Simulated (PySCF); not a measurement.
# Circular dichroism: SMILES C#C[Si@H]1C[C@@H]1CCS, C$_{6}$H$_{10}$SSi

Geometry:
```tsv
atom	x (Å)	y (Å)	z (Å)
C1	3.821	1.880	1.213
C2	3.008	1.317	0.529
Si3	1.777	0.475	-0.542
C4	1.012	-1.119	0.106
C5	0.096	0.109	0.248
C6	-1.187	0.111	-0.548
C7	-2.211	-0.817	0.090
S8	-3.744	-0.953	-0.895
H9	4.529	2.368	1.820
H10	1.877	0.720	-1.969
H11	1.359	-1.567	1.026
H12	0.678	-1.870	-0.598
H13	-0.064	0.424	1.275
H14	-0.995	-0.221	-1.571
H15	-1.597	1.125	-0.595
H16	-2.482	-0.483	1.093
H17	-1.827	-1.835	0.149
H18	-4.058	0.341	-0.844
```

Computed with TDDFT CAM-B3LYP/def2-SVPD circular dichroism and optical rotation, one conformer, gas phase in PySCF. Geometry: GFN2-xTB.

The molecule is flexible and this is one conformer; a measurement averages over conformers.

Q: Assign R or S to each stereocentre.

A: Si3 S, C5 S.

Q: List the lowest 8 singlet excitations with oscillator and rotatory strengths.

A: Rotatory strengths R in 10⁻⁴⁰ esu² cm², velocity form and length form (origin at the centre of mass); f in length form.
| state | E (eV) | λ (nm) | f | R (velocity) | R (length) | main |
| --- | --- | --- | --- | --- | --- | --- |
| 1 | 5.47 | 226 | 0.004 | +5.9 | +7.3 | HOMO→LUMO+1 0.38, HOMO−1→LUMO+2 0.26 |
| 2 | 5.52 | 225 | 0.003 | +11.3 | +10.8 | HOMO−1→LUMO+1 0.28, HOMO→LUMO+2 0.26 |
| 3 | 5.68 | 218 | 0.300 | -18.3 | -16.4 | HOMO→LUMO 0.61, HOMO−1→LUMO 0.19 |
| 4 | 6.14 | 202 | 0.015 | +4.8 | +4.2 | HOMO−2→LUMO 0.34, HOMO−4→LUMO 0.10 |
| 5 | 6.17 | 201 | 0.021 | -6.8 | -6.8 | HOMO−2→LUMO 0.22, HOMO→LUMO+3 0.17 |
| 6 | 6.47 | 192 | 0.004 | -15.3 | -15.0 | HOMO→LUMO+7 0.22, HOMO→LUMO+2 0.18 |
| 7 | 6.61 | 188 | 0.116 | +7.7 | +8.2 | HOMO−3→LUMO 0.22, HOMO→LUMO 0.15 |
| 8 | 6.72 | 185 | 0.006 | -22.6 | -21.7 | HOMO→LUMO+4 0.31, HOMO→LUMO+3 0.20 |

Among the states computed, the strongest CD band (largest |R|) is state 8. The largest dissymmetry factor in size, g = 4R/(D+G), with D and G the electric and magnetic dipole strengths, is -0.032 for state 6 (velocity form, f = 0.005), among bands with |R| over 0.5. The mirror image has the same energies and oscillator strengths and all R with the opposite sign.
